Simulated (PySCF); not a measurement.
An excited-state job on `F/C=C1\[SiH2][C@H](C1)C#N`.

Computed with TDDFT B3LYP/def2-SVPD, vertical, gas phase, core orbitals frozen in the response (PySCF 2.14.0, density-fitted response routines). Geometry: GFN2-xTB. A driver script takes a list of jobs; this job's settings line and coordinates (Å) are shown.

Command:
```bash
OMP_NUM_THREADS=1 python probes_run.py task.json out
```

Input:
```
{"job": {"kind": "uv", "xc": "B3LYP", "basis": "def2-SVPD", "nstates": 8, "ntriplets": 3}, "charge": 0, "multiplicity": 1}
N      3.169154    -1.087865     0.993458
C      2.282499    -0.768727     0.341467
C      1.164780    -0.347540    -0.429945
C     -0.164430    -1.042332    -0.038123
C     -0.975433     0.189227     0.280621
C     -2.252841     0.254559     0.601973
F     -2.856159     1.432422     0.852100
Si     0.445545     1.408809     0.017655
H      1.406872    -0.471994    -1.486439
H     -0.045651    -1.688841     0.832981
H     -0.587622    -1.638009    -0.847167
H     -2.941676    -0.575474     0.699816
H      1.001308     2.027859     1.214224
H      0.352975     2.307431    -1.129461
```

Output:
```
coarse grid: 12928 points
cycle   1  E = -637.6676742608  dE =  1.056e+00  |g| = 6.109e-01  |ddm| = 6.890e+00
cycle   2  E = -637.4745681192  dE =  1.931e-01  |g| = 1.119e+00  |ddm| = 2.338e+00
cycle   3  E = -637.7437838513  dE = -2.692e-01  |g| = 2.179e-01  |ddm| = 1.599e+00
cycle   4  E = -637.7532010895  dE = -9.417e-03  |g| = 7.665e-02  |ddm| = 3.090e-01
cycle   5  E = -637.7543331379  dE = -1.132e-03  |g| = 2.766e-02  |ddm| = 1.479e-01
cycle   6  E = -637.7545294904  dE = -1.964e-04  |g| = 7.528e-03  |ddm| = 6.033e-02
cycle   7  E = -637.7545396477  dE = -1.016e-05  |g| = 2.776e-03  |ddm| = 1.042e-02
cycle   8  E = -637.7545413533  dE = -1.706e-06  |g| = 3.515e-04  |ddm| = 4.081e-03
final grid: 122800 points
cycle   9  E = -637.8499107549  dE = -3.348e-05  |g| = 5.285e-03  |ddm| = 1.501e-01
cycle  10  E = -637.8499020978  dE =  8.657e-06  |g| = 8.463e-03  |ddm| = 1.870e-02
cycle  11  E = -637.8499165322  dE = -1.443e-05  |g| = 1.300e-03  |ddm| = 1.036e-02
cycle  12  E = -637.8499168955  dE = -3.633e-07  |g| = 3.874e-04  |ddm| = 2.023e-03
cycle  13  E = -637.8499169229  dE = -2.738e-08  |g| = 1.679e-04  |ddm| = 6.158e-04
cycle  14  E = -637.8499169284  dE = -5.460e-09  |g| = 5.914e-05  |ddm| = 2.383e-04
cycle  15  E = -637.8499169292  dE = -8.108e-10  |g| = 1.539e-05  |ddm| = 1.124e-04
converged SCF energy = -637.8499169292

Static polarisability (au): isotropic 88.069, principal 68.717 83.876 111.613

Singlet excitations
state   eV       nm        f      main configurations
  1   5.8806    210.8   0.00121   H->L+1 0.94
  2   6.0842    203.8   0.03815   H-1->L 0.76, H->L 0.16
  3   6.2492    198.4   0.20601   H->L 0.72, H-1->L 0.18
  4   6.5652    188.9   0.03309   H->L+2 0.81
  5   6.6065    187.7   0.01510   H-1->L+1 0.43, H-2->L 0.29, H-3->L 0.12
  6   6.6138    187.5   0.03252   H-1->L+1 0.45, H-2->L 0.21, H->L+3 0.13
  7   6.7047    184.9   0.00129   H->L+3 0.69, H-2->L 0.20
  8   6.9114    179.4   0.00993   H-1->L+2 0.71, H-1->L+3 0.13

Triplet excitations (Tamm-Dancoff, eV): 3.9564 5.7629 5.8701
```

The SCF starts on a coarse grid where the log names one; the energy can jump when the final grid takes over, and dE then counts from the start density on the new grid. H and L stand for HOMO and LUMO; the number after each pair is its weight.

Problem. Give the mean polarisability as a volume in Å³, and the ratio of the largest to the smallest principal value.

Solution. 88.069 au × 0.148185 = 13.05 Å³; 111.613/68.717 = 1.62.

Problem. How does the lowest singlet excitation compare with the HOMO–LUMO gap?

Solution. HOMO -7.61 eV and LUMO -1.23 eV give a gap of 6.38 eV; S1 at 5.88 eV lies 0.50 eV below it.

Summary of the converged run: HOMO -7.61 eV, LUMO -1.23 eV; lowest singlet 5.88 eV; lowest triplet 3.96 eV (Tamm–Dancoff); mean polarisability 88.1 au.

The run took 69 s on an Arm Neoverse N1 with one thread, no GPU, shared host, and the process peaked at 0.85 GiB of memory.
Labels such as C1 count atoms from 1, the log's own numbers from 0.
